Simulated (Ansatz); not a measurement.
`[SiH3][N]1[CH2][AlH]1` → `[CH2]1[NH][AlH]1` + `[SiH2]` at 700 K and 1 bar (silylene loss).

Program: Ansatz. Geometries: PBE0-D4/def2-TZVP. ΔE: electronic, gas phase. CCSD(T)/CBS is the MP2 limit (def2-TZVPP, def2-QZVPP) plus CCSD(T) − MP2 in def2-TZVPP, frozen cores. This one scheme is used for every species.

```json
{"species": "`[SiH3][N]1[CH2][AlH]1`", "CCSD(T)/CBS energy (Eh)": "-627.42841", "H − E (kJ/mol)": "240.5", "S (J/(mol·K))": "439.7"}
{"species": "`[CH2]1[NH][AlH]1`", "CCSD(T)/CBS energy (Eh)": "-337.12157", "H − E (kJ/mol)": "175.3", "S (J/(mol·K))": "344.6"}
{"species": "`[SiH2]`", "CCSD(T)/CBS energy (Eh)": "-290.19011", "H − E (kJ/mol)": "56.3", "S (J/(mol·K))": "240.4"}
```

H − E and S are ideal-gas, rigid-rotor, harmonic terms from PBE0-D4/def2-TZVP. 1 Eh = 2625.50 kJ/mol, R = 8.31446 J/(mol·K).

Problem. By hand: ΔE, ΔH, ΔS and ΔG.

Solution. ΔE = (-337.12157) + (-290.19011) − (-627.42841) = 0.11673 Eh = 306.5 kJ/mol. Δ(H − E) = 175.3 + 56.3 − 240.5 = -8.9, so ΔH = 297.6 kJ/mol. ΔS = 344.6 + 240.4 − 439.7 = 145.3 J/(mol·K). ΔG = 297.6 − 700 × (145.3)/1000 = 195.9 kJ/mol.

Problem. By hand: the equilibrium constant, and the temperature at which ΔG would vanish if ΔH and ΔS stayed fixed.

Solution. log₁₀ K = −ΔG/(RT ln 10) = -14.6. ΔG = 0 at ΔH/ΔS = 2048 K.

The number of gas molecules changes by +1, which sets the sign of ΔS. A doubt of 5 kJ/mol in ΔE shifts log₁₀ K by 0.4 here. These are equilibria of isolated gas molecules and say nothing of rates. Largest T1 diagnostic: 0.015 (customary marks: 0.02 for closed shells, 0.045 for open ones).
